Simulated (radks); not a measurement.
Q: The table gives one normalised radial function P(r) = r R(r) of Gd- in [Xe] 4f7 5d2 6s2 (r in bohr). All-electron calculation, scalar-relativistic Kohn-Sham, r2SCAN, spin-polarised, spherical densities, finite nucleus; open shells are filled with parallel spins first (spin-orbit coupling, left out, can overturn this in heavy ions); meta-GGA in the generalised Kohn-Sham scheme; Fermi nuclear charge, rms radius 5.1569 fm; hard spherical wall at 4 bohr. Program: a radial shooting solver on a logarithmic mesh with Libxc functionals.

r	P
0.0008995	0.0000
0.001181	0.0000
0.00155	0.0000
0.002034	0.0000
0.002649	0.0000
0.003477	0.0000
0.004563	0.0000
0.00599	0.0000
0.007862	0.0000
0.01032	0.0000
0.01355	0.0001
0.01778	0.0003
0.02315	0.0007
0.03039	0.0017
0.03989	0.0044
0.05236	0.0109
0.06872	0.0257
0.0902	0.0573
0.1184	0.1193
0.1554	0.2290
0.2024	0.3934
0.2656	0.6162
0.3486	0.8539
0.4576	1.0353
0.6007	1.0823
0.7884	0.9771
1.035	0.7724
1.358	0.5410
1.769	0.3447
2.322	0.1971
3.047	0.0937
4	0.0000

Which n and l does it have? It may be an empty orbital.

A: n = 4, l = 3: the number of nodes gives n - l - 1 = 0, the rise at small r (about r^(l+1), flatter next to the nucleus through relativity) gives l, and the extent must fit the shell. The curve is that of 4f up; the table hardly tells the two spins apart. 4f up: eigenvalue 9.639 eV, 0 radial nodes, <r> = 0.868 bohr, 90 % of the charge inside 1.50 bohr.
